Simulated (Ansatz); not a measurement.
Total energies of `B[SiH2][SiH2]O`.

| atom | x (Å) | y (Å) | z (Å) |
| --- | --- | --- | --- |
| B1 | 0.332 | 0.276 | 2.198 |
| Si2 | -0.631 | -0.522 | 0.650 |
| Si3 | 0.512 | 0.239 | -1.274 |
| O4 | -0.190 | -0.323 | -2.662 |
| H5 | 0.065 | 1.375 | 2.588 |
| H6 | 1.253 | -0.289 | 2.709 |
| H7 | -0.628 | -2.012 | 0.617 |
| H8 | -2.040 | -0.048 | 0.509 |
| H9 | 1.905 | -0.270 | -1.301 |
| H10 | 0.548 | 1.730 | -1.253 |
| H11 | -1.126 | -0.157 | -2.782 |

Charge 0, multiplicity 1. All single points use the PBE0-D4/def2-TZVP geometry. It is one conformer, not always the lowest. Basis def2-TZVPP, Ansatz.

RPA on PBE orbitals: Hartree–Fock energy of these orbitals -681.49999 Eh, correlation -1.07233 Eh (frozen core).

| functional | energy without D4 (Eh) | D4 term (kJ/mol) |
| --- | --- | --- |
| LDA (SPW92) | -680.11644 | – |
| PBE | -682.88737 | -21.1 |
| revPBE | -683.17040 | -58.1 |
| BLYP | -683.28154 | -45.4 |
| r2SCAN | -683.21422 | -5.2 |
| B97M-V | -683.16772 | – |
| PBE0 | -682.95812 | -18.0 |
| B3LYP | -683.38187 | -34.1 |
| r2SCANh | -683.20633 | -5.6 |
| r2SCAN0 | -683.19557 | -6.2 |
| HSE06 (plane-wave form) | -682.93887 | -16.9 |
| BHLYP | -683.27785 | -27.9 |
| CAM-B3LYP | -683.29277 | -18.5 |
| LC-ωPBE | -683.07941 | – |
| ωB97X-V | -683.20431 | – |
| ωB97M-V | -683.22648 | – |
| B2PLYP | -683.00227 | – |
| PBE-QIDH | -682.77362 | – |

B3LYP takes the VWN-RPA correlation (the form of Gaussian; ORCA's B3LYP/G). HSE06 is the plane-wave form, built on full-range PBE exchange. The double hybrids freeze the cores in their second-order part.

LC-ωPBE has ω = 0.4 bohr⁻¹.
